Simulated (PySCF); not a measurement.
A ladder for the ionisation energy of Zn²⁺

Zn²⁺ [Ar] 3d10 (1S) → Zn³⁺ [Ar] 3d9 (2D). Scalar values calculated with PySCF 2.14 in aug-cc-pVTZ-DK (spin-free X2C; valence: [Ar] frozen). The spin-orbit shift comes from two-component X2C-1e calculations (generalised Hartree-Fock, GHF, and MP2 on its spinors, GMP2) in x2c-QZVPPall-2c: GMP2 gives 40.499 eV without and 40.352 eV with screened spin-orbit coupling, a shift of -0.146 eV (GHF: -0.145 eV). Sums use unrounded values; where a UHF row is shifted, it takes the GHF shift.

| method | scalar (eV) |
| --- | --- |
| UHF | 36.968 |
| MP2 (valence) | 40.029 |
| SCS-MP2 (valence) | 39.670 |
| CCSD (valence) | 39.362 |
| CCSD(T) (valence) | 39.496 |
| LDA | 40.788 |
| PBE | 40.126 |
| PBE0 | 39.636 |
| r2SCAN | 39.655 |
| revPBE | 39.972 |
| M06 | 39.989 |
| B2PLYP | 39.734 |
| MN15 | 40.229 |

Form a composite estimate from CCSD(T) (valence) and the spin-orbit shift, and compare it with the reference, 39.723 eV (measured; NIST Atomic Spectra Database, ionization energies).

39.496 + (-0.146) = 39.350 eV, an error of -0.373 eV.

The errors of the correlated levels include the incompleteness of the basis and the frozen core, so a lower level can come closer by cancellation.
